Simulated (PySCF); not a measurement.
**Cu²⁺: excitation energy**

Cu²⁺ [Ar] 3d9 (2D) → Cu²⁺ [Ar] 3d8 4s1 (4F), as a difference of total energies. Computed with PySCF 2.14 in ANO-RCC-VTZP, with the spin-free X2C one-electron Hamiltonian (Gaussian nucleus). Correlated levels: valence: [Ar] frozen; valence and next inner shell: [Ne] frozen. The calculations carry no spin-orbit coupling.

```json
{"method": "UHF", "excitation energy (cm⁻¹)": "51542"}
{"method": "LDA", "excitation energy (cm⁻¹)": "69573"}
{"method": "PBE", "excitation energy (cm⁻¹)": "65887"}
{"method": "PBE0", "excitation energy (cm⁻¹)": "64214"}
{"method": "r2SCAN", "excitation energy (cm⁻¹)": "60778"}
{"method": "M06-2X", "excitation energy (cm⁻¹)": "66044"}
{"method": "B2PLYP", "excitation energy (cm⁻¹)": "64630"}
{"method": "CAM-B3LYP", "excitation energy (cm⁻¹)": "64478"}
{"method": "MP2 (valence)", "excitation energy (cm⁻¹)": "68154"}
{"method": "SCS-MP2 (valence)", "excitation energy (cm⁻¹)": "67523"}
{"method": "MP2 (valence and next inner shell)", "excitation energy (cm⁻¹)": "71580"}
{"method": "SCS-MP2 (valence and next inner shell)", "excitation energy (cm⁻¹)": "69709"}
```

A first-order spin-orbit estimate (lowest level to lowest level, LS coupling) adds -0.069 eV.

The basis was made for the ground configuration and has no added diffuse functions, so the excitation energy can come out too high.
